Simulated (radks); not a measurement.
Values are calculated unless marked as measured or tabulated.
Spherical quantum dot in the effective-mass picture: electrons in a parabolic well V = omega^2 r^2 / 2 with omega = 0.211, all in effective atomic units (hartree* = m*/eps^2 hartree, bohr* = eps/m* bohr), one dielectric constant everywhere. Level of theory: non-relativistic Kohn-Sham, PBEsol, spin-polarised, spherical densities (a radial shooting solver with Libxc functionals). Levels are named by radial order and angular momentum (1s, 1p, 1d, 2s, ...), and open shells are averaged over m. Results are scaled to m* = 0.253 and eps = 8.9, for which hartree* = 86.91 meV and bohr* = 1.862 nm. Each electron was tried in the lowest free levels, single moves between levels near the top were tried too, and the lowest total energy was kept; such a search can miss a lower state. The series stops at N = 8: beyond it a trial failed or the search could not be trusted, so later rows were left out. At N = 1 the Hartree and exchange-correlation terms need not cancel, so that row can carry a self-interaction error.

N	open shells	2S	E (meV)	mu = E(N) - E(N-1) (meV)	addition energy mu(N+1) - mu(N) (meV)	rms radius (nm)
1	1s(up 1, down 0)	1	27.8659	27.866	26.87	5.005
2	none	0	82.5979	54.732	32.16	5.642
3	1p(up 1, down 0)	1	169.494	86.896	16.86	6.468
4	1p(up 2, down 0)	2	273.254	103.76	16.65	7.001
5	1p(up 3, down 0)	3	393.665	120.41	19.94	7.424
6	1p(up 3, down 1)	2	534.021	140.36	14.49	7.815
7	1p(up 3, down 2)	1	688.867	154.85	14.47	8.153
8	none	0	858.180	169.31	-	8.458

All shells are closed at N = 2, 8 (there: 1s2 1p6); the second difference of the energy has clear peaks (12 % above both neighbours; the first and last values, which can be the largest, are not judged, and half-filled shells can peak too) at N = 2, 5.
